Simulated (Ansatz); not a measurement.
`C[O][SbH][NH2]` + `[OH][Ge][Cl]` → `C[O][Ge][Cl]` + `[NH2][SbH][OH]`  (substitution at a C–O bond)

Gas-phase electronic energies from Ansatz, PBE0-D4/def2-TZVP geometries. CBS: MP2 limit from def2 TZ/QZ plus the TZ coupled-cluster correction, frozen cores. Functionals use def2-TZVPP. Elements past krypton have def2 core potentials. For Ge, Sb outer-core shells are correlated without core-valence functions, which leaves a few kJ/mol of doubt a bond. Scalar relativity is left out up to krypton. One conformer a species, not always the lowest.

**Question.** Is it downhill or uphill in electronic energy at CCSD(T)/CBS, and by how much? (Estimate.)

**Answer.** Ansatz gave: Nearly level: ΔE = +0.6 kcal/mol.

**Question.** What do these levels give: r2SCAN, HF/def2-TZVPP, MP2/def2-TZVPP, SCS-MP2/def2-TZVPP, SCS-MP2/def2-QZVPP, MP2/CBS(def2)? (Estimate.)

**Answer.** Ansatz gave: r2SCAN 0.6, HF/def2-TZVPP 1.0, MP2/def2-TZVPP 1.1, SCS-MP2/def2-TZVPP 1.1, SCS-MP2/def2-QZVPP 0.8, MP2/CBS(def2) 0.7 kcal/mol.

Largest T1 diagnostic among the species: 0.015.
